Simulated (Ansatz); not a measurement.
Relaxation of BrH4NSSi (8 atoms, charge 0, multiplicity 1), to a largest force component of 0.015 eV/Å in at most 40 steps.

Computed with Ansatz 0.2.0, RKS PBE-D4/def2-SVP.

```xyz
8
Properties=species:S:1:pos:R:3:forces:R:3
N -0.114 1.379 0.292 0.45 4.20 2.58
Si 0.347 -0.123 -0.183 1.69 -2.24 -0.34
S -0.234 -1.420 1.383 -0.20 -0.26 0.70
Br -0.698 -0.627 -2.002 -0.54 -0.49 -1.40
H 0.705 2.051 0.184 -1.16 -0.62 -0.20
H -0.245 1.407 1.339 -0.32 0.04 -0.97
H 1.832 -0.110 -0.423 0.01 -0.34 -0.22
H 0.280 -2.531 0.816 0.08 -0.30 -0.15
```

**Question.** Where does it end, and by what steps?

**Answer.** It converged. After 14 steps the energy has fallen by 0.607 eV; H6 moved furthest, 0.53 Å.

| step | energy less start (eV) | largest force component (eV/Å) | accepted |
| --- | --- | --- | --- |
| 0 | 0.0000 | 4.204 | yes |
| 1 | -0.3572 | 1.606 | yes |
| 2 | -0.4315 | 0.472 | yes |
| 3 | -0.4545 | 0.423 | yes |
| 4 | -0.5023 | 0.470 | yes |
| 5 | -0.4991 | 1.209 | no |
| 6 | -0.5224 | 0.232 | yes |
| 7 | -0.5548 | 0.412 | yes |
| 8 | -0.5954 | 0.378 | yes |
| 9 | -0.5441 | 0.524 | no |
| 10 | -0.6061 | 0.076 | yes |
| 11 | -0.6067 | 0.060 | yes |
| 12 | -0.6052 | 0.156 | no |
| 13 | -0.6070 | 0.017 | yes |
| 14 | -0.6070 | 0.005 | yes |

```xyz
8
Properties=species:S:1:pos:R:3
N 0.220 1.386 0.616
Si 0.549 -0.151 -0.086
S 0.168 -1.568 1.487
Br -0.705 -0.759 -1.883
H 0.573 2.233 0.164
H -0.678 1.552 1.078
H 1.953 -0.107 -0.600
H -0.207 -2.559 0.631
```

Whether the end is a true minimum wasn't checked by a vibrational analysis.

Time of the run: 21 s on 2 threads of Intel(R) Xeon(R) Platinum 8488C (Sapphire Rapids) (shared host), peak memory 0.17 GiB.
